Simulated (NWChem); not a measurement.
Everything below was run with NWChem. System: C₃H₇O, charge 0, spin multiplicity 2, at a geometry optimised with UB3LYP/def2-SVP. The structure started from a generated list of species. Its SCF solution wasn't tested for a lower state. Level: UHF/def2-TZVP.

Input file:

```
start mol
memory heap 200 mb stack 900 mb global 1100 mb
geometry units angstroms nocenter noautoz noautosym
  C      1.499302     0.465458     0.439434
  O      0.681071     0.196719    -0.603411
  C     -0.430764    -0.647954    -0.341153
  C     -1.562910     0.077321     0.373194
  H      2.349602     1.098855     0.178862
  H      1.587970    -0.286884     1.235004
  H     -0.097114    -1.526086     0.246265
  H     -0.764634    -1.012950    -1.324926
  H     -1.906752     0.938981    -0.219905
  H     -1.235002     0.447982     1.356718
  H     -2.416404    -0.602598     0.526420
end
basis spherical
  * library def2-tzvp
end
scf
  uhf
  nopen 1
  maxiter 100
  thresh 1e-7
  semidirect memsize 60000000 filesize 0
  # guess.movecs holds the orbitals of an unrestricted PBE0 run
  vectors input guess.movecs output mol.movecs
end
task scf energy
```

NWChem printed:

```
             Northwest Computational Chemistry Package (NWChem) 7.3.0
             --------------------------------------------------------

                                NWChem Input Module
                                -------------------

 Scaling coordinates for geometry "geometry" by  1.889725989
 (inverse scale =  0.529177249)

                             Geometry "geometry" -> ""
                             -------------------------

 Output coordinates in angstroms (scale by  1.889725989 to convert to a.u.)

  No.       Tag          Charge          X              Y              Z
 ---- ---------------- ---------- -------------- -------------- --------------
    1 C                    6.0000     1.49930200     0.46545800     0.43943400
    2 O                    8.0000     0.68107100     0.19671900    -0.60341100
    3 C                    6.0000    -0.43076400    -0.64795400    -0.34115300
    4 C                    6.0000    -1.56291000     0.07732100     0.37319400
    5 H                    1.0000     2.34960200     1.09885500     0.17886200
    6 H                    1.0000     1.58797000    -0.28688400     1.23500400
    7 H                    1.0000    -0.09711400    -1.52608600     0.24626500
    8 H                    1.0000    -0.76463400    -1.01295000    -1.32492600
    9 H                    1.0000    -1.90675200     0.93898100    -0.21990500
   10 H                    1.0000    -1.23500200     0.44798200     1.35671800
   11 H                    1.0000    -2.41640400    -0.60259800     0.52642000

 Effective nuclear repulsion energy (a.u.)     126.8983390729

            Nuclear Dipole moment (a.u.)
            ----------------------------
        X                 Y               Z
 ---------------- ---------------- ----------------
     0.0000037795     0.0000037795     0.0000000000


 Summary of "ao basis" -> "" (spherical)
 ------------------------------------------------------------------------------
       Tag                 Description            Shells   Functions and Types
 ---------------- ------------------------------  ------  ---------------------
[...]
    8 H    1     0.90   0.27  0.50  0.11  0.02
    9 H    1     0.89   0.26  0.49  0.11  0.02
   10 H    1     0.89   0.26  0.50  0.11  0.02
   11 H    1     0.90   0.26  0.50  0.12  0.02

  Mulliken analysis of the alpha density
  --------------------------------------

    Atom       Charge   Shell Charges
 -----------   ------   -------------------------------------------------------
    1 C    6     3.60   0.43  0.56  0.27  0.35  0.09  0.76  0.82  0.27  0.01  0.04  0.00
    2 O    8     4.21   0.40  0.59  0.28  0.48  0.13  0.96  1.05  0.28  0.00  0.02  0.00
    3 C    6     2.96   0.43  0.56  0.24  0.33  0.02  0.59  0.62  0.10  0.02  0.06  0.01
    4 C    6     3.16   0.43  0.56  0.24  0.34  0.04  0.63  0.70  0.19  0.01  0.03  0.00
    5 H    1     0.40   0.13  0.22  0.04  0.01
    6 H    1     0.41   0.13  0.22  0.05  0.01
    7 H    1     0.46   0.13  0.25  0.06  0.01
    8 H    1     0.45   0.13  0.25  0.05  0.01
    9 H    1     0.45   0.13  0.25  0.06  0.01
   10 H    1     0.44   0.13  0.25  0.05  0.01
   11 H    1     0.45   0.13  0.25  0.06  0.01

   Mulliken analysis of the beta density
   -------------------------------------

    Atom       Charge   Shell Charges
 -----------   ------   -------------------------------------------------------
    1 C    6     2.50   0.43  0.56  0.23  0.29  0.04  0.41  0.40  0.09  0.01  0.04  0.01
    2 O    8     4.16   0.40  0.59  0.27  0.48  0.15  0.89  1.02  0.34  0.00  0.02  0.00
    3 C    6     2.98   0.43  0.56  0.24  0.33  0.02  0.60  0.63  0.10  0.02  0.06  0.01
    4 C    6     3.15   0.43  0.56  0.24  0.34  0.04  0.62  0.70  0.19  0.01  0.03  0.00
    5 H    1     0.47   0.14  0.27  0.06  0.01
    6 H    1     0.48   0.14  0.27  0.07  0.01
    7 H    1     0.46   0.13  0.25  0.06  0.01
    8 H    1     0.45   0.13  0.25  0.05  0.01
    9 H    1     0.45   0.13  0.25  0.06  0.01
   10 H    1     0.45   0.13  0.25  0.06  0.01
   11 H    1     0.45   0.13  0.25  0.06  0.01

   Mulliken analysis of the spin density
   -------------------------------------

    Atom       Charge   Shell Charges
 -----------   ------   -------------------------------------------------------
    1 C    6     1.10   0.00 -0.00  0.04  0.06  0.05  0.35  0.42  0.18 -0.00  0.00 -0.00
    2 O    8     0.05   0.00 -0.00  0.01  0.00 -0.01  0.07  0.03 -0.06  0.00  0.00  0.00
    3 C    6    -0.02  -0.00  0.00 -0.00 -0.00 -0.01 -0.00 -0.01 -0.00  0.00  0.00  0.00
    4 C    6     0.01  -0.00  0.00 -0.00  0.00  0.00  0.00  0.00  0.00 -0.00 -0.00 -0.00
    5 H    1    -0.07  -0.01 -0.04 -0.02  0.00
    6 H    1    -0.07  -0.01 -0.04 -0.02  0.00
    7 H    1     0.01   0.00  0.00  0.00 -0.00
    8 H    1    -0.00  -0.00 -0.00 -0.00 -0.00
    9 H    1    -0.00  -0.00 -0.00 -0.00  0.00
   10 H    1    -0.00  -0.00 -0.00 -0.00  0.00
   11 H    1    -0.00  -0.00 -0.00 -0.00  0.00

       Multipole analysis of the density wrt the origin
       ------------------------------------------------

     L   x y z        total         alpha         beta         nuclear
     -   - - -        -----         -----         ----         -------
     0   0 0 0      0.000000    -17.000000    -16.000000     33.000000

     1   1 0 0     -0.244225     -1.380565      1.136336      0.000004
     1   0 1 0     -0.373972     -0.720533      0.346557      0.000004
     1   0 0 1      0.305071     -0.299217      0.604288      0.000000

     2   2 0 0    -18.380550   -106.934631    -99.298501    187.852582
     2   1 1 0      0.580400    -15.730681    -13.579203     29.890284
     2   1 0 1      1.149411      1.428964      3.685223     -3.964776
     2   0 2 0    -19.365780    -29.170433    -26.815612     36.620264
     2   0 1 1     -0.109065     -5.645163     -3.997336      9.533435
     2   0 0 2    -19.994824    -30.962499    -28.831368     39.799043

 Task  times  cpu:       87.7s     wall:       87.7s

 Total times  cpu:       87.7s     wall:       87.7s
```
